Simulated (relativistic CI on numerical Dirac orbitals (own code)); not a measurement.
Calculated at this level of theory: Dirac-Coulomb-Breit CI, KLI orbitals optimised for each configuration, a model potential for QED, unscaled Slater integrals (own radial code, finite nucleus).

The strongest absorption lines from the ground level of an ion, among the configurations computed and to levels below about 125 eV (vacuum wavelength in nm, gf): 11.742 (0.13), 11.867 (0.31), 12.538 (0.05), 12.614 (0.24), 12.623 (0.37), 12.686 (0.087), 65.658 (1.2), 70.026 (0.54).

Problem. Which ion is it?
A. Kr⁷⁺
B. Zr¹¹⁺
C. Kr⁹⁺
D. Ge³⁺

Solution. A. Kr⁷⁺ has 29 electrons and the ground level 3d¹⁰4s ²S1/2; the strongest line goes to 3d¹⁰4p ²P°3/2. The pattern of lines fixes the number of electrons, and along that sequence the line energies rise steadily with the charge (about as its square where n changes within one kind of shell, about linearly where n is kept but much faster in heavy ions where fine structure, which grows about as Z⁴, sets the gap, and irregularly where shells cross), which fixes Z. Configurations outside the model, such as inner-shell arrays, can give stronger lines. At this charge configurations can still be misplaced by up to about 7 % of their energy. 26 of the 69 excited levels that our extract of the measured tables holds in this range could be paired (the sources list more); they are missed by 6900 cm⁻¹ on average and 10103 at most, and levels without a partner can miss by more.

LS names give the leading component of a level, which can be under half, so a name can repeat, a term be missing and a line seem to break the LS rules.
